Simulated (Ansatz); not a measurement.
H8In2N2, SMILES `[NH2+]1[InH2-][NH2+][InH2-]1` at its PBE0-D4/def2-TZVP geometry, where that method's forces vanish. Total charge 0; spin multiplicity 1. In takes the def2 core potential.

```json
{"atom": "N1", "x (Å)": "0.167", "y (Å)": "0.407", "z (Å)": "1.408"}
{"atom": "In2", "x (Å)": "0.649", "y (Å)": "-1.483", "z (Å)": "0.352"}
{"atom": "N3", "x (Å)": "-0.168", "y (Å)": "-0.407", "z (Å)": "-1.407"}
{"atom": "In4", "x (Å)": "-0.649", "y (Å)": "1.483", "z (Å)": "-0.352"}
{"atom": "H5", "x (Å)": "0.977", "y (Å)": "0.858", "z (Å)": "1.817"}
{"atom": "H6", "x (Å)": "-0.505", "y (Å)": "0.291", "z (Å)": "2.157"}
{"atom": "H7", "x (Å)": "-0.491", "y (Å)": "-2.678", "z (Å)": "0.833"}
{"atom": "H8", "x (Å)": "2.358", "y (Å)": "-1.585", "z (Å)": "0.178"}
{"atom": "H9", "x (Å)": "-0.977", "y (Å)": "-0.859", "z (Å)": "-1.817"}
{"atom": "H10", "x (Å)": "0.504", "y (Å)": "-0.291", "z (Å)": "-2.157"}
{"atom": "H11", "x (Å)": "0.492", "y (Å)": "2.677", "z (Å)": "-0.833"}
{"atom": "H12", "x (Å)": "-2.358", "y (Å)": "1.586", "z (Å)": "-0.178"}
```

**Question.** For each bond, give half the difference of the two atoms' forces along it (eV/Å; positive pushes the atoms apart) under PBE-D4, r2SCAN-D4, B3LYP-D4, ωB97M-V in def2-TZVPP. (An estimate is asked.)

**Answer.** Ansatz gave: 
```csv
bond,length (Å),PBE-D4,r2SCAN-D4,B3LYP-D4,ωB97M-V
N1–In2,2.218,0.07,0.04,0.18,0.02
N1–In4,2.218,0.07,0.04,0.18,0.02
N1–H5,1.013,0.20,0.02,-0.07,-0.03
N1–H6,1.013,0.20,0.02,-0.07,-0.03
In2–N3,2.218,0.07,0.04,0.18,0.02
In2–H7,1.721,0.00,-0.05,-0.04,-0.05
In2–H8,1.721,0.00,-0.05,-0.04,-0.05
N3–In4,2.218,0.07,0.04,0.18,0.02
N3–H9,1.013,0.20,0.02,-0.07,-0.03
N3–H10,1.013,0.20,0.02,-0.07,-0.03
In4–H11,1.721,0.00,-0.05,-0.04,-0.05
In4–H12,1.721,0.00,-0.05,-0.04,-0.05
```

B3LYP here is the variant with VWN-RPA as its local correlation; programs differ in this.
